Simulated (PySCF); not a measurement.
ethylene glycol (C₂H₆O₂), SMILES OCCO.

Geometry optimised at B3LYP-D3(BJ)/def2-SVP. Other conformers were not sampled.

The numbers are results of r2SCAN/def2-TZVP (PySCF), not measurements.

The molecule is in vacuum.

```json
{
  "total_energy": "-230.22490 hartree",
  "highest_occupied_level": "-6.39 eV",
  "lowest_empty_level": "0.68 eV",
  "orbital_gap": "7.07 eV",
  "dipole_moment": "2.52 D",
  "quadrupole, principal values (traceless, Buckingham form, about the centre of nuclear charge)": "-5.89, 0.78, 5.11 D·Å",
  "mean_static_polarisability": "35.3 bohr³ (5.23 Å³)",
  "polarisability_principal_values": "32.2, 36.0, 37.6 bohr³"
}
```
